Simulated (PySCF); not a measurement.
A calculated (UHF, PySCF 2.14, x2c-SVPall, the spin-free X2C one-electron Hamiltonian (Gaussian nucleus)) atom or ion has these occupied shells.

```json
{"shell": "1s α", "electrons": "1", "orbital energy (eV)": "-30647.3", "rms radius, mean of both spins (bohr)": "0.0326"}
{"shell": "1s β", "electrons": "1", "orbital energy (eV)": "-30647.2", "rms radius, mean of both spins (bohr)": "0.0326"}
{"shell": "2s α", "electrons": "1", "orbital energy (eV)": "-4764.2", "rms radius, mean of both spins (bohr)": "0.133"}
{"shell": "2s β", "electrons": "1", "orbital energy (eV)": "-4764.1", "rms radius, mean of both spins (bohr)": "0.133"}
{"shell": "2p α", "electrons": "3", "orbital energy (eV)": "-4274.8", "rms radius, mean of both spins (bohr)": "0.118"}
{"shell": "2p β", "electrons": "3", "orbital energy (eV)": "-4274.7", "rms radius, mean of both spins (bohr)": "0.118"}
{"shell": "3s α", "electrons": "1", "orbital energy (eV)": "-981.08", "rms radius, mean of both spins (bohr)": "0.352"}
{"shell": "3s β", "electrons": "1", "orbital energy (eV)": "-980.97", "rms radius, mean of both spins (bohr)": "0.352"}
{"shell": "3p α", "electrons": "3", "orbital energy (eV)": "-817.03", "rms radius, mean of both spins (bohr)": "0.352"}
{"shell": "3p β", "electrons": "3", "orbital energy (eV)": "-816.86", "rms radius, mean of both spins (bohr)": "0.352"}
{"shell": "3d α", "electrons": "5", "orbital energy (eV)": "-565.56", "rms radius, mean of both spins (bohr)": "0.331"}
{"shell": "3d β", "electrons": "5", "orbital energy (eV)": "-565.49", "rms radius, mean of both spins (bohr)": "0.331"}
{"shell": "4s α", "electrons": "1", "orbital energy (eV)": "-184.89", "rms radius, mean of both spins (bohr)": "0.840"}
{"shell": "4s β", "electrons": "1", "orbital energy (eV)": "-184.56", "rms radius, mean of both spins (bohr)": "0.840"}
{"shell": "4p α", "electrons": "3", "orbital energy (eV)": "-132.10", "rms radius, mean of both spins (bohr)": "0.911"}
{"shell": "4p β", "electrons": "3", "orbital energy (eV)": "-131.72", "rms radius, mean of both spins (bohr)": "0.911"}
{"shell": "4d α", "electrons": "5", "orbital energy (eV)": "-52.597", "rms radius, mean of both spins (bohr)": "1.11"}
{"shell": "4d β", "electrons": "5", "orbital energy (eV)": "-52.293", "rms radius, mean of both spins (bohr)": "1.11"}
{"shell": "5s α", "electrons": "1", "orbital energy (eV)": "-26.767", "rms radius, mean of both spins (bohr)": "2.36"}
{"shell": "5s β", "electrons": "1", "orbital energy (eV)": "-22.434", "rms radius, mean of both spins (bohr)": "2.36"}
{"shell": "5p α", "electrons": "2", "orbital energy (eV)": "-16.394", "rms radius, mean of both spins (bohr)": "2.89"}
```

(1) Name the element and its charge.

## Answers

(1) Sb⁺ (antimony, charge +1), in [Kr] 4d10 5s2 5p2, high-spin 3P determinant.
